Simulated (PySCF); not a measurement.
A series of derivatives of [BH3-][O+]1CCCC1

Parent skeleton `[BH3-:1][O+:2]1[CH2:3][CH2:4][CH2:5][CH2:6]1`; one hydrogen on atom 3 is replaced by X. Hydrogens on one atom are averaged.

[PySCF: NMR shieldings at PBE0/pcSseg-1/GIAO; PBE0-D3(BJ)/def2-SVP geometry; fast rotation and ring inversion assumed for equivalent nuclei; one computed conformer; no relativistic terms; in vacuum]

References, each an isolated molecule treated in the same way: BF3·OEt2 for $^{11}$B (100.73 ppm); H2O for $^{17}$O (334.56 ppm); $^{13}$C (184.41 ppm), $^{1}$H (31.27 ppm) against TMS.

Parent (X = H): B1 -3.3, O2 47.2, C3 77.4, C4 28.2, C5 28.2, C6 77.4, H(B1) 3.00, H(C3) 3.83, H(C4) 1.80 ppm. Effects are Δδ = δ(X) − δ(H), positive for deshielding.

(1) Give Δδ (ppm) for X = CH2F, C2H5, OSiH3, BF2.

(2) Which position responds most, and to which substituents?

Results:

(1) 
```tsv
X	SMILES	B1	O2	C3	C4	C5	C6	H(B1)	H(C3)	H(C4)
CH2F	[BH3-][O+]1CCC[C@H]1CF	+0.6	+11.6	+6.7	+0.1	-2.2	+1.1	+0.05	+0.27	+0.21
C2H5	[BH3-][O+]1CCC[C@H]1CC	+2.1	+16.2	+13.8	+3.7	-0.7	+1.3	+0.01	+0.21	-0.05
OSiH3	[BH3-][O+]1CCC[C@H]1O[SiH3]	-1.3	+50.9	+33.0	+7.3	-1.6	-0.4	+0.04	+1.36	-0.02
BF2	[BH3-][O+]1CCC[C@H]1B(F)F	+1.7	+12.5	+10.4	-0.9	+1.0	-6.0	+0.11	-0.21	+0.09
```

(2) O2: from +11.6 ppm with CH2F to +50.9 ppm with OSiH3.

Experimental scales use liquid or dissolved standards, which lie at an offset from isolated H2O (liquid H2O: subtract about 36 ppm).
